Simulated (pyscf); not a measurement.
**H₂In–BiH₂, singlet**

Gas-phase minimum from PySCF at ωB97X-D3(BJ)/def2-SVP, one conformer. 

SMILES: [BiH2][InH2]
```xyz
6

In     1.1628    -0.3056     0.1047
Bi    -0.5026     1.1935    -1.5498
H      2.3674     0.4718     1.0796
H      1.0331    -2.0342     0.1444
H     -1.8710     0.1970    -0.9799
H     -0.7326     2.3329    -0.1936
```

Bonds (Å): In1–Bi2 2.785, In1–H3 1.734, In1–H4 1.734, Bi2–H5 1.786, Bi2–H6 1.786. Angles (°): Bi2–In1–H3 120.5, Bi2–In1–H4 120.4, H3–In1–H4 119.1, In1–Bi2–H5 88.2, In1–Bi2–H6 88.2, H5–Bi2–H6 90.9.

Properties at ωB97X-D3(BJ)/def2-SVP:

```json
{
 "harmonic_wavenumbers_unscaled": "87, 176, 296, 377, 501, 528, 636, 807, 1798, 1800, 1863, 1870 cm⁻¹",
 "zero_point_energy": "15.4 kcal/mol",
 "rotational_symmetry_number": "1",
 "Entropy of this conformer at 298 K and 1 atm, rigid rotor and harmonic oscillator, modes under 100 cm⁻¹ raised to 100": "335.1 J/(mol K)",
 "dipole_moment": "0.81 D"
}
```

Single-point totals, which compare only within one level (frozen core for MP2 and CC):

| level | total energy (hartree) |
|---|---|
| ωB97X-D3(BJ)/def2-TZVP | -407.30637 |
| PBE/def2-TZVP | -407.16792 |
| r²SCAN/def2-TZVP | -407.31652 |
| B3LYP-D3(BJ)/def2-TZVP | -407.30696 |
| PBE0-D3(BJ)/def2-TZVP | -407.14998 |
| M06-2X/def2-TZVP | -406.92035 |
| ωB97M-D3(BJ)/def2-TZVP | -407.19194 |
| HF/def2-TZVPP | -405.06792 |
| MP2/def2-TZVPP | -405.81252 |
| CCSD/def2-TZVPP | -405.79919 |
| CCSD(T)/def2-TZVPP | -405.81864 |

Soft torsions are taken as harmonic, which can shift the entropy by several J/(mol K). The CCSD(T) − MP2 part came from Ansatz, without density fitting, on the same reference. The frozen core leaves the outer d or s,p core shells of the metals and heavy elements correlated in the MP2 and CC values, and def2-TZVPP describes them poorly, so these totals are far from the basis limit. Elements past Kr carry the def2 core potentials, without spin-orbit coupling.
